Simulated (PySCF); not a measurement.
PySCF job for C2H8F2Si2, SMILES FC(F)C([SiH3])[SiH3], IEF-PCM-B3LYP/def2-SVP. Coordinates come from a B3LYP-D3(BJ)/def2-SVP optimisation. This is a generated structure with no PubChem entry under its InChIKey; it may be hypothetical. Other conformers were not sampled.

```python
import numpy as np
from pyscf import gto, scf, dft
from pyscf.solvent import pcm

mol = gto.M(
    atom='''
    F     0.72514874    1.15500602    1.26594328
    C     0.50127113    1.21078372   -0.08168820
    F    -0.49649803    2.12511819   -0.27962929
    C     0.10176818   -0.15390956   -0.60115446
    Si   -1.70709546   -0.59520190   -0.16777588
    Si    1.30687837   -1.51252014   -0.02433600
    H     1.41422648    1.61393681   -0.55427850
    H     0.16081868   -0.12870356   -1.70361805
    H    -1.96931026   -0.31972358    1.26955577
    H    -1.88517245   -2.05457206   -0.42367200
    H    -2.66636081    0.15868061   -1.01992782
    H     0.99223908   -1.94711050    1.36345920
    H     2.70733398   -1.00042536   -0.07732773
    H     1.17317255   -2.67633653   -0.94439476
    ''',
    basis='def2-SVP',
    charge=0,
    spin=0,
    max_memory=1600,
    verbose=3,
)
mf = dft.RKS(mol, xc='b3lyp').density_fit(auxbasis='def2-universal-jkfit')
mf.grids.level = 3
mf.conv_tol = 1e-9
mf.max_cycle = 100
mf.kernel()
res = {}
for name, eps in {'water': 78.355, 'methanol': 32.613, 'chlorobenzene': 5.6968}.items():
    s = mf.PCM()
    s.with_solvent.method, s.with_solvent.eps, s.with_solvent.lebedev_order = 'IEF-PCM', eps, 17
    s.kernel(mf.make_rdm1())
    res[name] = (s.e_tot, eps, s.dip_moment(), s.mo_energy, s.converged)
    print(f'{name}: electrostatic solvation free energy {(s.e_tot - mf.e_tot) * 627.509474:.3f} kcal/mol')
```

Program output:

```
converged SCF energy = -859.336292409522

WARN: PCM is an experimental feature. It is still in testing.
Features and APIs may be changed in the future.

converged SCF energy = -859.34080491938
Dipole moment(X, Y, Z, Debye):  1.11541, -0.80589, -2.06517
water: electrostatic solvation free energy -2.832 kcal/mol

WARN: PCM is an experimental feature. It is still in testing.
Features and APIs may be changed in the future.

converged SCF energy = -859.340656953354
Dipole moment(X, Y, Z, Debye):  1.10337, -0.80414, -2.04255
methanol: electrostatic solvation free energy -2.739 kcal/mol

WARN: PCM is an experimental feature. It is still in testing.
Features and APIs may be changed in the future.

converged SCF energy = -859.339611276086
Dipole moment(X, Y, Z, Debye):  1.02077, -0.78984, -1.89182
chlorobenzene: electrostatic solvation free energy -2.083 kcal/mol
```

Self-consistency was reached.

Cost: around 80 core-seconds (rough).
